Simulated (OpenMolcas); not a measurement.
Lines of Sb: computed and rescaled rates

```yaml
Program: OpenMolcas 26.06
Method: "SS-CASPT2, IPEA 0.25 Eh, imaginary shift 0.1 Eh (closed shells correlated: 4d)"
Basis: ANO-RCC-VTZP [7s6p4d2f1g]
Scalar_Hamiltonian: DKH2, point nucleus
Active_space: 5 electrons in 8 orbitals (5s 5p 6s 6p)
State_averaging: 2S+1 = 4 odd, 1 root; 2S+1 = 2 odd, 8 roots; 2S+1 = 4 even, 3 roots; 2S+1 = 2 even, 3 roots (0 in the spin-orbit step)
Spin-orbit_coupling: RASSI with atomic mean-field integrals over the reference wave functions, term energies averaged over their components
```

Rates come from the transition moments of the reference wave functions (E1 and E2 in the length form). At fixed line strength A goes as λ^-3 for E1 and M1 and as λ^-5 for E2, so a rate at the computed wavelength can be rescaled to the measured one. Measured vacuum wavelengths follow from level energies in NIST Handbook of Basic Atomic Spectroscopic Data. Branching counts decays inside the model space alone, at computed energies, and the table is only a selection of the E2 and M1 lines, drawn from those between levels with measured partners whose computed energy lies within a factor of 1.5 of the measured one.

```tsv
Upper	Lower	Type	λ computed (nm)	λ measured (nm)	A computed (s-1)	A rescaled (s-1)	Branching %
5s2 5p3 2P* 3/2	5s2 5p3 4S* 3/2	M1	499.2	541.6	4.70e+00		51.1
5s2 5p3 2P* 3/2	5s2 5p3 2D* 3/2	M1	1027	1005	2.72e+00		29.6
5s2 5p3 2P* 1/2	5s2 5p3 4S* 3/2	M1	536.1	609.9	2.48e+00		62.0
5s2 5p3 2P* 3/2	5s2 5p3 2D* 5/2	M1	1157	1161	1.10e+00		12.0
5s2 5p3 2P* 1/2	5s2 5p3 2D* 3/2	M1	1197	1269	1.05e+00		26.2
5s2 5p3 2D* 3/2	5s2 5p3 4S* 3/2	M1	971.2	1175	6.19e-01		98.2
5s2 5p3 2P* 3/2	5s2 5p3 2D* 5/2	E2	1157	1161	4.29e-01	4.22e-01	4.7
5s2 5p3 2P* 1/2	5s2 5p3 2D* 3/2	E2	1197	1269	3.21e-01	2.40e-01	8.0
5s2 5p3 2P* 3/2	5s2 5p3 2D* 3/2	E2	1027	1005	2.22e-01	2.47e-01	2.4
5s2 5p3 2P* 1/2	5s2 5p3 2D* 5/2	E2	1377	1529	1.16e-01	6.87e-02	2.9
5s2 5p3 2P* 1/2	5s2 5p3 4S* 3/2	E2	536.1	609.9	3.71e-02		0.9
5s2 5p3 2D* 5/2	5s2 5p3 4S* 3/2	E2	877.9	1015	2.71e-02		42.4
5s2 5p3 2D* 5/2	5s2 5p3 4S* 3/2	M1	877.9	1015	2.42e-02		37.8
5s2 5p3 2D* 5/2	5s2 5p3 2D* 3/2	M1	9139	7452	1.27e-02	2.34e-02	19.8
5s2 5p3 2D* 3/2	5s2 5p3 4S* 3/2	E2	971.2	1175	1.11e-02		1.8
```

Spin-changing lines and M1 lines between different terms are not rescaled, since their strength hangs on the term gaps too.

The largest correction is for 5s2 5p3 2D* 5/2 → 5s2 5p3 2D* 3/2 (M1): 1.27e-02 × (9139 / 7452)^3 = 2.34e-02 s-1, a factor of 1.84.

No measured rate stands beside these. Rescaling mends the energy factor alone: line strengths can still be far off where a level mixes with configurations outside the active space, and weak or spin-changing lines hang on small mixing coefficients that depend on the term gaps too, so rescaling need not improve them.

CASPT2 does not keep the components of a term degenerate, so their means are used; among the terms shown or strongly mixed into the levels shown the widest spread is 93 cm-1 (5s2 5p3 2D*). Some high roots are left out of the spin-orbit mixing, which shifts the levels that they would mix with. Active for correlation alone: 6p 6s; no level in the range computed is led by a configuration that fills them, so any true level of that kind is missing. Some terms miss by over 15 % even with CASPT2, which points to a basis or an active space too small for the shells correlated. Computed and measured levels are paired by configuration, term and J; levels that our copy of the source lacks, or whose pairing is in doubt (as where it misses far off the trend of its configuration), stay unpaired. Levels of configurations outside the active space are missing.

* marks odd parity.
